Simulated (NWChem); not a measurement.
Ionisation of Se (+1)

SMILES: [Se+]
```xyz
1

Se     0.0000     0.0000     0.0000
```
Charge +1, spin multiplicity 4.

Program: NWChem.

Basis set: def2-TZVP. The species with one electron less has spin multiplicity 3. Δ marks differences of total energies (open shells unrestricted). −ε marks an orbital energy of the parent. That orbital need not have the symmetry of the hole or added electron in the Δ rows.

The Hamiltonian is non-relativistic. B3LYP has NWChem's definition, with VWN1-RPA local correlation. No SCF solution was tested for a lower state.

For the first vertical ionisation energy, −ε(alpha HOMO) of B3LYP gives 17.41 eV and −ε(alpha HOMO) of PBE gives 16.43 eV. What do −ε(alpha HOMO) of BHandHLYP, −ε(alpha HOMO) of LC-wPBE (omega 0.3 per bohr), ΔB3LYP give?

−ε(alpha HOMO) of BHandHLYP: 18.96 eV; −ε(alpha HOMO) of LC-wPBE (omega 0.3 per bohr): 20.13 eV; ΔB3LYP: 21.30 eV.
